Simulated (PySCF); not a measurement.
# Gas-phase XPS of `C[C@@H]([SiH3])[GeH2][O][GeH3]`, computed

Compound: C₂H₁₂Ge₂OSi.
Numbering: `[CH3:1][C@@H:2]([SiH3:3])[GeH2:4][O:5][GeH3:6]`

Method used: delta-SCF UKS SCAN, pcX-2 on the ionised atom, pcseg-1 elsewhere, spin-free X2C (PySCF 2.14.0). Binding energies are ΔSCF values: E(core-ionised, relaxed orbitals) − E(ground state) at a fixed geometry, referred to the vacuum level.

Q: Give the core binding energies atom by atom.

A: 
```
atom(s)                  environment     level  binding energy (eV)  2p1/2 (eV)  above the level's lowest (eV)  count
     C1                methyl carbon      C 1s               290.80           –                          +0.91      1
     C2  sp3 carbon bound to silicon      C 1s               289.89           –                           0.00      1
    Si3                 SiH3 silicon  Si 2p3/2               106.37      107.00                           0.00      1
    Si3                 SiH3 silicon     Si 1s              1846.14           –                           0.00      1
     O5        oxygen bonded to 2 Ge      O 1s               536.67           –                           0.00      1
```

Lowest listed C 1s: C2, bonded to C, H, Ge and Si. Highest, 0.91 eV above it: C1, bonded to C and 3 H. Summing the Pauling electronegativity differences to the bonded atoms, each weighted by its formal bond order, gives -1.54 for the lowest site and -1.05 for the highest.

Q: Which effective nuclear charge Zeff reproduces each element's mean 1s value in the hydrogen-like formula E = 13.606 eV × Zeff²?

A: C (Z = 6): mean 290.3 eV, Zeff = 4.62, Z − Zeff = 1.38; O (Z = 8): mean 536.7 eV, Zeff = 6.28, Z − Zeff = 1.72; Si (Z = 14): mean 1846.1 eV, Zeff = 11.65, Z − Zeff = 2.35. Means run over the listed sites, weighted by atom count.

Q: What is the longest wavelength that can ionise C 1s of C1 vertically?

A: λ = hc/E = 12398.42 eV Å / 290.80 eV = 42.636 Å.

Spin–orbit coupling isn't in the SCF: each 2p doublet comes from a relaxed spin-free hole plus a matrix of the shell (mean-field spin–orbit coupling and the ground-state 2p splitting), with 2p3/2 averaged over its two sublevels. 2p1/2 minus 2p3/2 (ligand field included): Si 0.62 eV. No level of germanium is listed. One conformer (not necessarily the lowest) at the PBE0-D3(BJ)/def2-SVP geometry, without solvent, vibrations or thermal averaging.

Conformer computed: `[CH3:1][C@@H:2]([SiH3:3])[GeH2:4][O:5][GeH3:6]`: C1–C2–Ge4–O5 -151°, C2–Ge4–O5–Ge6 -94°.
